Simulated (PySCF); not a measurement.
C2H7NSi2, SMILES [SiH3][C@@H]1[SiH2]C=N1.

Geometry: B3LYP-D3(BJ)/def2-SVP. The structure was generated by enumeration; whether it is a known compound was not checked.

Two levels are set side by side: PBE/def2-TZVP (PySCF) and HF/def2-TZVP (PySCF). Same geometry, gas phase. Differences are taken from unrounded values.

```
quantity                       PBE
---------------------------  -----
orbital gap (eV)              3.58
highest occupied level (eV)  -5.71
lowest empty level (eV)      -2.12
dipole moment (D)             1.60
mean polarisability (bohr³)   84.6
```

Problem. These are the PBE values. What does HF give? (The exact figures need the calculation; the answer reports its results.)

Solution. 
```
quantity                         HF  PBE minus HF
---------------------------  ------  ------------
orbital gap (eV)              12.86         -9.27
highest occupied level (eV)  -10.30          4.59
lowest empty level (eV)        2.55         -4.68
dipole moment (D)              2.10         -0.49
mean polarisability (bohr³)    75.8           8.8
```

PBE's occupied levels lie high since its potential decays too fast outside the molecule; exact exchange lowers them and widens the gap. PBE's more diffuse valence density responds more strongly to a field. Differences between two approximate levels are no errors against the true value.

Rough cost on one machine, each run with all the roots and properties that it gave: HF against PBE about 1/3.
